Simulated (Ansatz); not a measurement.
Geometry optimisation, Ansatz 0.2.0, RKS B3LYP/def2-SVP.

The input (input.yaml):

```yaml
crystal:
  periodic: [false, false, false]
  atoms:
    - { symbol: Ga, position_ang: [0.129279, 0.0, 0.27467] }
    - { symbol: H, position_ang: [0.488954, 0.0, 1.782755] }
    - { symbol: Cl, position_ang: [2.303444, 0.0, -0.103151] }
    - { symbol: H, position_ang: [-0.963977, 0.0, -0.824074] }
basis:
  gaussian: { orbitals: def2-SVP }
hamiltonian:
  xc: b3lyp
relax:
  f_tol: 0.03
  max_steps: 50
output:
  orbitals: {}
```

Run as:

```bash
$ ansatz run input.yaml --threads 1 --pin off --max-ram 2048MiB --backend cpu --events-out ev --progress --plain --runs-dir out
```

Where does it end, and by what steps?

The forces met the threshold. After 4 steps the energy has fallen by 0.432 eV; H2 moved furthest, 0.36 Å.

```csv
step,energy less start (eV),largest force component (eV/Å),accepted
0,0.0000,1.114,yes
1,-0.3264,0.811,yes
2,-0.4255,0.298,yes
3,-0.4290,0.259,yes
4,-0.4319,0.013,yes
```

```xyz
4
Properties=species:S:1:pos:R:3
Ga 0.293 0.000 0.355
H 0.152 0.000 1.910
Cl 2.331 0.000 -0.393
H -0.819 0.000 -0.741
```

Whether the end is a true minimum wasn't checked by a vibrational analysis.

The run took 8.9 s on 1 thread of Arm Neoverse V1 (shared host), peak memory 0.12 GiB.
